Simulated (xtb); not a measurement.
Job for xtb: GFN1-xTB on C2H6Si (a complex), monomers drawn apart or pushed together.

```
$ xtb mol.xyz --gfn 1 --sp --chrg 0 --uhf 0
9

Si    -0.29028373    -0.03819168     0.13972223
H     -0.54334832    -0.04653378    -1.32105871
H      1.09635556     0.41419037     0.38738138
H     -0.47525927    -1.40575667     0.67126502
H     -1.24275235     0.88783668     0.79035692
C      1.05215860     0.07602100     4.17893667
C     -0.12680400     0.04230563     4.38175242
H      2.09833045     0.10633215     3.99538319
H     -1.17406324     0.01271420     4.55921358
```

Task: Predict the final total energy.

Result: -9.2265 hartree.
